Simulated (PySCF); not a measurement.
How methods differ on the excitation energy of Se

Se [Ar] 3d10 4s2 4p4 (3P) → Se [Ar] 3d10 4s2 4p3 5s1 (5S), as a difference of total energies. All numbers are calculated (PySCF 2.14, a scalar-relativistic core potential, in aug-cc-pwCVTZ-PP with ECP10MDF (8s7p6d4f1g, 96 functions)). Correlated levels: valence: 3s2 3p6 3d10 frozen; valence and next inner shell: nothing frozen outside the core potential. The calculations carry no spin-orbit coupling.

Problem. Order these methods by the excitation energy they give, lowest first.
A. SCS-MP2 (valence)
B. wB97X
C. UHF
D. PBE0

Solution. C (5.259 eV), A (5.853 eV), D (5.910 eV), B (6.472 eV).

Errors of the correlated levels include the incompleteness of this basis and the frozen core.

For comparison: 5.857 eV (measured; NIST levels, between the centres of gravity of the two terms).
